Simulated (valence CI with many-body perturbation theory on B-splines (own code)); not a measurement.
**As⁺: electric-dipole lines**

Calculated by valence CI with perturbative core correlation (CI+MBPT): four valence electrons over a frozen Dirac-Fock core [Ar] 3d10, radial functions for each j: 11 s, 11 p, 10 d, 8 f, 5 g, 2 h, with the one-electron correlation potential Σ1 (screened to all orders), the two-electron term Σ2, the three-electron term Σ3, Breit, model QED; selected single and double excitations, second order for the rest (own B-spline code, finite nucleus).

Against 16 measured levels this calculation errs by 193 cm⁻¹ on average and by 359 at most. These come from a selection out of the NIST Handbook of Basic Atomic Spectroscopic Data. Levels without a partner in it may be off by more. Among the levels kept, up to 2200 cm⁻¹ of a level comes from second order outside the variational space, and about a tenth of that is noise between levels of different J, which matters for small intervals.

Lines 1 to 50 of 521 in falling wavelength, among levels below 139499 cm⁻¹, chosen from the strongest by gf and those to the six lowest levels. Wavelengths and rates use the calculated energies, so an error of 200 cm⁻¹ moves a line at 49160 Å by 9.8 % and its rate by three times that or more. Electric multipoles are in the length gauge, E1 and E2 with the static RPA response of the core. Weak lines are less certain than strong ones. Lines between different terms over intervals too small for the method are left out, as are lines whose strength nearly cancels. Where a level lies close to another of its J and parity, the split of strength between their lines is uncertain. The highest levels of a list are the least certain.

Levels are named by their leading jj configuration (3d3/2^4 stands for four electrons in 3d with j = 3/2), which in mixed levels can hold well under half, so a name can repeat and another be missing. Letters in brackets count levels of one name in rising energy.

| λ vac (Å) | Upper | Lower | A (s⁻¹) | S (a.u.) with core polarisation | S without |
| --- | --- | --- | --- | --- | --- |
| 49160 | (4s^2 4p3/2 5d5/2) J=1 | (4s^2 4p3/2 6p3/2) J=2 | 2.14e+05 | 3.76e+01 | 3.76e+01 |
| 47870 | (4s^2 4p3/2 4f5/2) J=4 | (4s^2 4p3/2 5d3/2) J=3 | 6.89e+04 | 3.36e+01 | 3.36e+01 |
| 47670 | (4s^2 4p1/2 9s) J=1 | (4s^2 4p1/2 8p1/2) J=0 | 5.36e+05 | 8.59e+01 | 8.59e+01 |
| 46950 | (4s^2 4p1/2 9s) J=1 | (4s^2 4p1/2 8p3/2) J=2 | 2.85e+06 | 4.37e+02 | 4.37e+02 |
| 46590 | (4s^2 4p1/2 9s) J=0 | (4s^2 4p1/2 8p3/2) J=1 | 3.56e+06 | 1.78e+02 | 1.78e+02 |
| 45730 | (4s^2 4p1/2 4f7/2) J=4 | (4s^2 4p1/2 5d5/2) J=3 | 4.47e+05 | 1.90e+02 | 1.90e+02 |
| 44790 | (4s^2 4p1/2 9s) J=1 | (4s^2 4p1/2 8p3/2) J=1 | 6.02e+05 | 8.01e+01 | 8.01e+01 |
| 43820 | (4s^2 4p1/2 9s) J=0 | (4s^2 4p1/2 8p1/2) J=1 | 1.89e+06 | 7.87e+01 | 7.87e+01 |
| 43360 | (4s^2 4p1/2 6p3/2) J=1 | (4s^2 4p1/2 5d3/2) J=2 | 2.71e+05 | 3.27e+01 | 3.27e+01 |
| 42220 | (4s^2 4p1/2 9s) J=1 | (4s^2 4p1/2 8p1/2) J=1 | 1.35e+06 | 1.51e+02 | 1.51e+02 |
| 41690 | (4s^2 4p3/2 6p3/2) J=3 | (4s^2 4p3/2 5d5/2) J=4 | 1.03e+06 | 2.57e+02 | 2.57e+02 |
| 41050 | (4s^2 4p1/2 8p3/2) J=2 | (4s^2 4p3/2 6d5/2) J=1 | 5.98e+05 | 1.02e+02 | 1.02e+02 |
| 38630 | (4s^2 4p3/2 7p3/2) J=1 | (4s^2 4p3/2 7s) J=1 [b] | 1.95e+06 | 1.67e+02 | 1.67e+02 |
| 37310 | (4s^2 4p1/2 6g9/2) J=4 | (4s^2 4p3/2 5f7/2) J=3 | 9.35e+04 | 2.16e+01 | 2.16e+01 |
| 36420 | (4s^2 4p1/2 4f5/2) J=2 | (4s^2 4p1/2 5d3/2) J=1 [a] | 2.49e+05 | 2.97e+01 | 2.97e+01 |
| 36060 | (4s^2 4p1/2 4f5/2) J=3 | (4s^2 4p1/2 5d3/2) J=2 | 3.76e+05 | 6.09e+01 | 6.09e+01 |
| 35750 | (4s^2 4p1/2 6f7/2) J=4 | (4s^2 4p3/2 6d5/2) J=3 | 2.24e+05 | 4.54e+01 | 4.54e+01 |
| 35470 | (4s^2 4p1/2 4f7/2) J=3 | (4s^2 4p1/2 5d3/2) J=2 | 6.03e+05 | 9.31e+01 | 9.31e+01 |
| 34670 | (4s^2 4p3/2 4f7/2) J=4 | (4s^2 4p3/2 5d5/2) J=4 | 2.02e+05 | 3.74e+01 | 3.74e+01 |
| 34020 | (4s^2 4p1/2 7p1/2) J=1 | (4s^2 4p1/2 7s) J=1 | 2.86e+06 | 1.67e+02 | 1.67e+02 |
| 32470 | (4s^2 4p3/2 7p3/2) J=1 | (4s^2 4p3/2 7s) J=1 [a] | 1.66e+06 | 8.41e+01 | 8.41e+01 |
| 32210 | (4s^2 4p3/2 8s) J=1 | (4s^2 4p3/2 7p3/2) J=0 | 7.39e+05 | 3.65e+01 | 3.65e+01 |
| 32110 | (4s^2 4p3/2 7p3/2) J=3 | (4s^2 4p3/2 7s) J=2 | 3.09e+06 | 3.54e+02 | 3.54e+02 |
| 32080 | (4s^2 4p1/2 7p1/2) J=1 | (4s^2 4p1/2 7s) J=0 | 1.38e+06 | 6.73e+01 | 6.74e+01 |
| 31820 | (4s^2 4p3/2 7p1/2) J=2 | (4s^2 4p3/2 7s) J=2 | 3.67e+06 | 2.92e+02 | 2.92e+02 |
| 31430 | (4s^2 4p3/2 6d5/2) J=1 | (4s^2 4p1/2 7p3/2) J=2 | 6.66e+05 | 3.06e+01 | 3.06e+01 |
| 31040 | (4s^2 4p1/2 7p3/2) J=1 | (4s^2 4p1/2 7s) J=1 | 1.56e+06 | 6.91e+01 | 6.91e+01 |
| 31030 | (4s^2 4p3/2 7p3/2) J=2 | (4s^2 4p3/2 7s) J=1 [b] | 1.74e+06 | 1.28e+02 | 1.28e+02 |
| 30110 | (4s^2 4p1/2 7p3/2) J=2 | (4s^2 4p1/2 7s) J=1 | 5.04e+06 | 3.40e+02 | 3.40e+02 |
| 30020 | (4s^2 4p3/2 7p1/2) J=1 | (4s^2 4p3/2 7s) J=2 | 3.97e+06 | 1.59e+02 | 1.59e+02 |
| 29500 | (4s^2 4p3/2 4f7/2) J=5 | (4s^2 4p3/2 5d5/2) J=4 | 2.22e+06 | 3.10e+02 | 3.10e+02 |
| 29420 | (4s^2 4p1/2 7p3/2) J=1 | (4s^2 4p1/2 7s) J=0 | 3.94e+06 | 1.48e+02 | 1.49e+02 |
| 29250 | (4s^2 4p1/2 7p1/2) J=0 | (4s^2 4p1/2 7s) J=1 | 4.82e+06 | 5.96e+01 | 5.96e+01 |
| 29230 | (4s^2 4p3/2 5f7/2) J=3 | (4s^2 4p3/2 7s) J=2 | 4.06e+05 | 3.50e+01 | 3.50e+01 |
| 28930 | (4s^2 4p3/2 7p3/2) J=3 | (4s^2 4p1/2 6d5/2) J=2 | 8.77e+05 | 7.34e+01 | 7.34e+01 |
| 28700 | (4s^2 4p3/2 7p1/2) J=2 | (4s^2 4p1/2 6d5/2) J=2 | 9.84e+05 | 5.74e+01 | 5.74e+01 |
| 28410 | (4s^2 4p1/2 6f5/2) J=3 | (4s^2 4p3/2 6d3/2) J=2 | 2.36e+05 | 1.87e+01 | 1.87e+01 |
| 28180 | (4s^2 4p3/2 8s) J=1 | (4s^2 4p3/2 7p3/2) J=2 | 5.37e+06 | 1.78e+02 | 1.78e+02 |
| 28060 | (4s^2 4p1/2 6f7/2) J=4 | (4s^2 4p3/2 6d3/2) J=3 | 4.75e+05 | 4.66e+01 | 4.66e+01 |
| 27800 | (4s^2 4p3/2 5f5/2) J=2 | (4s^2 4p3/2 7s) J=1 [a] | 4.42e+05 | 2.34e+01 | 2.35e+01 |
| 27570 | (4s^2 4p3/2 8s) J=2 | (4s^2 4p3/2 5f7/2) J=3 | 7.40e+05 | 3.83e+01 | 3.82e+01 |
| 27280 | (4s^2 4p1/2 8s) J=1 | (4s^2 4p1/2 7p1/2) J=0 | 9.77e+05 | 2.94e+01 | 2.94e+01 |
| 27280 | (4s^2 4p3/2 8s) J=1 | (4s^2 4p3/2 5f5/2) J=2 | 9.60e+05 | 2.89e+01 | 2.88e+01 |
| 27270 | (4s^2 4p3/2 7p3/2) J=0 | (4s^2 4p3/2 7s) J=1 [b] | 1.99e+06 | 1.99e+01 | 2.00e+01 |
| 27230 | (4s^2 4p3/2 7p1/2) J=1 | (4s^2 4p1/2 6d5/2) J=2 | 6.73e+05 | 2.01e+01 | 2.01e+01 |
| 27080 | (4s^2 4p1/2 8s) J=0 | (4s^2 4p1/2 7p3/2) J=1 | 9.18e+06 | 8.99e+01 | 8.99e+01 |
| 26930 | (4s^2 4p3/2 7p3/2) J=2 | (4s^2 4p3/2 7s) J=1 [a] | 3.33e+06 | 1.60e+02 | 1.60e+02 |
| 26900 | (4s^2 4p3/2 8s) J=2 | (4s^2 4p3/2 7p1/2) J=1 | 2.33e+06 | 1.12e+02 | 1.12e+02 |
| 26580 | (4s^2 4p1/2 8s) J=1 | (4s^2 4p1/2 7p3/2) J=2 | 6.38e+06 | 1.77e+02 | 1.77e+02 |
| 26570 | (4s^2 4p3/2 5f7/2) J=3 | (4s^2 4p1/2 6d5/2) J=2 | 6.41e+05 | 4.15e+01 | 4.15e+01 |
